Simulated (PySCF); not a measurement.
C4H8O2S, charge +1, doublet, at a GFN2-xTB geometry (a state made from the parent by changing its charge; the spin is typed, not shown lowest); TPSSH/STO-3G in PySCF.

PySCF was given this input:
```python
from pyscf import gto, scf, dft

mol = gto.M(
    atom='''
O     1.584263    0.872446   -0.693856
S     0.628463    0.416110    0.252199
O     0.770927    0.686945    1.638983
C    -1.105100    0.929852   -0.314077
C    -1.575331   -0.322857   -0.992326
C    -1.159793   -1.488091   -0.105267
C     0.335480   -1.439423    0.005232
H    -1.606482    1.160658    0.624303
H    -1.014021    1.806102   -0.950928
H    -2.664867   -0.269815   -1.115316
H    -1.138806   -0.418676   -1.988929
H    -1.450467   -2.454982   -0.536148
H    -1.629892   -1.414502    0.877864
H     0.764195   -1.971513    0.850674
H     0.871880   -1.647044   -0.919095
''',
    basis='sto-3g',
    charge=1,
    spin=1,
    verbose=4,
)

mf = dft.UKS(mol)
mf.xc = 'tpssh'
mf.kernel()
mf.analyze()
```

Q: Predict the main parts of the log of this PySCF run.

A: 
```
PySCF version 2.14.0

[INPUT] verbose = 4
[INPUT] num. atoms = 15
[INPUT] num. electrons = 63
[INPUT] charge = 1
[INPUT] spin (= nelec alpha-beta = 2S) = 1
[INPUT] symmetry False subgroup None
[INPUT] Mole.unit = angstrom
[INPUT] Symbol           X                Y                Z      unit          X                Y                Z       unit  Magmom
[...]
nuclear repulsion = 430.009125365502
number of shells = 31
number of NR pGTOs = 141
number of NR cGTOs = 47
basis = sto-3g
ecp = {}

******** <class 'pyscf.dft.uks.UKS'> ********
method = UKS
initial guess = minao
damping factor = 0
level_shift factor = 0
DIIS = <class 'pyscf.scf.diis.CDIIS'>
diis_start_cycle = 1
diis_space = 8
diis_damp = 0
SCF conv_tol = 1e-09
SCF conv_tol_grad = None
SCF max_cycles = 50
direct_scf = True
direct_scf_tol = 1e-13
number electrons alpha = 32  beta = 31
XC library pyscf.dft.libxc version 7.1.2
    S. Lehtola, C. Steigemann, M. J. T. Oliveira, and M. A. L. Marques,  SoftwareX 7, 1–5 (2018)
XC functionals = tpssh
    V. N. Staroverov, G. E. Scuseria, J. Tao, and J. P. Perdew,  J. Chem. Phys. 119, 12129 (2003)
radial grids:
    Treutler-Ahlrichs [JCP 102, 346 (1995); DOI:10.1063/1.469408] (M4) radial grids

becke partition: Becke, JCP 88, 2547 (1988); DOI:10.1063/1.454033
pruning grids: <function nwchem_prune>
grids dens level: 3
symmetrized grids: False
atomic radii adjust function: <function treutler_atomic_radii_adjust>
small_rho_cutoff = 0
Set gradient conv threshold to 3.16228e-05
tot grids = 181984
init E= -698.812585173841

cycle= 1 E= -696.635146300729  delta_E= 2.18  |g|= 0.741  |ddm|= 3.63
cycle= 2 E= -694.00862005677  delta_E= 2.63  |g|= 1.91  |ddm|= 4.34
cycle= 3 E= -696.96511756402  delta_E= -2.96  |g|= 0.306  |ddm|= 3.68
cycle= 4 E= -697.047514354141  delta_E= -0.0824  |g|= 0.0412  |ddm|= 0.655
cycle= 5 E= -697.048807549876  delta_E= -0.00129  |g|= 0.00995  |ddm|= 0.0815
cycle= 6 E= -697.047457495716  delta_E= 0.00135  |g|= 0.0494  |ddm|= 0.0954
cycle= 7 E= -697.048911713508  delta_E= -0.00145  |g|= 0.00527  |ddm|= 0.0886
cycle= 8 E= -697.048951365447  delta_E= -3.97e-05  |g|= 0.00119  |ddm|= 0.0227
cycle= 9 E= -697.048962343661  delta_E= -1.1e-05  |g|= 0.000822  |ddm|= 0.0144
cycle= 10 E= -697.048971928405  delta_E= -9.58e-06  |g|= 0.000697  |ddm|= 0.014
cycle= 11 E= -697.048985417063  delta_E= -1.35e-05  |g|= 0.000639  |ddm|= 0.021
cycle= 12 E= -697.049018926322  delta_E= -3.35e-05  |g|= 0.000746  |ddm|= 0.0614
cycle= 13 E= -697.049040411528  delta_E= -2.15e-05  |g|= 0.000913  |ddm|= 0.0545
cycle= 14 E= -697.049038917384  delta_E= 1.49e-06  |g|= 0.00067  |ddm|= 0.0057
cycle= 15 E= -697.049049645492  delta_E= -1.07e-05  |g|= 0.000396  |ddm|= 0.0369
cycle= 16 E= -697.049052208136  delta_E= -2.56e-06  |g|= 0.00216  |ddm|= 0.0312
cycle= 17 E= -697.049056330577  delta_E= -4.12e-06  |g|= 0.000824  |ddm|= 0.0304
cycle= 18 E= -697.04905684991  delta_E= -5.19e-07  |g|= 3.73e-05  |ddm|= 0.00735
cycle= 19 E= -697.049056977822  delta_E= -1.28e-07  |g|= 0.000123  |ddm|= 0.00939
cycle= 20 E= -697.049056993877  delta_E= -1.61e-08  |g|= 6.84e-06  |ddm|= 0.000984
cycle= 21 E= -697.049056993706  delta_E= 1.71e-10  |g|= 1.33e-05  |ddm|= 6.83e-05
Extra cycle  E= -697.049056993044  delta_E= 6.62e-10  |g|= 3.53e-05  |ddm|= 9.09e-05
converged SCF energy = -697.049056993044  <S^2> = 0.75841853  2S+1 = 2.0084009
**** SCF Summaries ****
Total Energy =                        -697.049056993043905
Nuclear Repulsion Energy =             430.009125365501859
One-electron Energy =                -1796.673580731853463
Two-electron Energy =                  669.615398373307585
Two-electron Coulomb Energy =          737.130475706542825
DFT Exchange-Correlation Energy =      -67.515077333235226
**** MO energy ****
                             alpha | beta                alpha | beta
[...]
To work with the spin densities directly, `use mulliken_meta_spin()` only printing them here.

 ** Mulliken spin pop alpha/beta on meta-lowdin orthogonal AOs **
 ** Mulliken Spin Density (per AO)  **
spin_pop of  0 O 1s       -0.00000
spin_pop of  0 O 2s        0.00173
spin_pop of  0 O 2px       0.09049
spin_pop of  0 O 2py       0.15339
spin_pop of  0 O 2pz       0.05080
spin_pop of  1 S 1s       -0.00000
spin_pop of  1 S 2s       -0.00000
spin_pop of  1 S 3s       -0.01371
spin_pop of  1 S 2px      -0.00002
spin_pop of  1 S 2py      -0.00002
spin_pop of  1 S 2pz      -0.00000
spin_pop of  1 S 3px      -0.02552
spin_pop of  1 S 3py      -0.03810
spin_pop of  1 S 3pz      -0.00703
spin_pop of  2 O 1s       -0.00000
spin_pop of  2 O 2s        0.00173
spin_pop of  2 O 2px       0.00765
spin_pop of  2 O 2py       0.26526
spin_pop of  2 O 2pz       0.02174
spin_pop of  3 C 1s       -0.00000
spin_pop of  3 C 2s        0.01898
spin_pop of  3 C 2px       0.19155
spin_pop of  3 C 2py       0.00996
spin_pop of  3 C 2pz       0.02126
spin_pop of  4 C 1s       -0.00000
spin_pop of  4 C 2s       -0.00176
spin_pop of  4 C 2px       0.00213
spin_pop of  4 C 2py       0.00004
spin_pop of  4 C 2pz      -0.00138
spin_pop of  5 C 1s       -0.00000
spin_pop of  5 C 2s       -0.00176
spin_pop of  5 C 2px       0.00018
spin_pop of  5 C 2py      -0.00227
spin_pop of  5 C 2pz       0.00288
spin_pop of  6 C 1s       -0.00000
spin_pop of  6 C 2s        0.01898
spin_pop of  6 C 2px       0.02147
spin_pop of  6 C 2py       0.18478
spin_pop of  6 C 2pz       0.01651
spin_pop of  7 H 1s       -0.00272
spin_pop of  8 H 1s       -0.00797
spin_pop of  9 H 1s        0.01533
spin_pop of  10 H 1s        0.00038
spin_pop of  11 H 1s        0.01533
spin_pop of  12 H 1s        0.00038
spin_pop of  13 H 1s       -0.00797
spin_pop of  14 H 1s       -0.00272
 ** Mulliken Spin Density (per atom)  **
spin density of  0 O =      0.29641
spin density of  1 S =     -0.08440
spin density of  2 O =      0.29638
spin density of  3 C =      0.24175
spin density of  4 C =     -0.00097
spin density of  5 C =     -0.00097
spin density of  6 C =      0.24174
spin density of  7 H =     -0.00272
spin density of  8 H =     -0.00797
spin density of  9 H =      0.01533
spin density of  10 H =      0.00038
spin density of  11 H =      0.01533
spin density of  12 H =      0.00038
spin density of  13 H =     -0.00797
spin density of  14 H =     -0.00272
 ** Mulliken pop alpha/beta on meta-lowdin orthogonal AOs **
 ** Mulliken pop       alpha | beta **
In total            32.00000 | 31.00000
 ** Mulliken atomic charges   ( Nelec_alpha | Nelec_beta ) **
charge of  0O =     -0.29031  (     4.29336      3.99695 )
charge of  1S =      1.17181  (     7.37190      7.45629 )
charge of  2O =     -0.29035  (     4.29337      3.99699 )
charge of  3C =     -0.09958  (     3.17066      2.92892 )
charge of  4C =     -0.07017  (     3.03460      3.03557 )
charge of  5C =     -0.07017  (     3.03460      3.03557 )
charge of  6C =     -0.09958  (     3.17066      2.92892 )
charge of  7H =      0.09822  (     0.44953      0.45225 )
charge of  8H =      0.10338  (     0.44432      0.45230 )
charge of  9H =      0.09920  (     0.45807      0.44273 )
charge of  10H =      0.07338  (     0.46350      0.46312 )
charge of  11H =      0.09920  (     0.45807      0.44273 )
charge of  12H =      0.07338  (     0.46350      0.46312 )
charge of  13H =      0.10338  (     0.44433      0.45230 )
charge of  14H =      0.09822  (     0.44953      0.45225 )

WARN: System has nonzero charge 1; the dipole moment is origin-dependent.
Location of origin: [0. 0. 0.]

Dipole moment(X, Y, Z, Debye): -1.92539, -1.27481, -0.77293
```
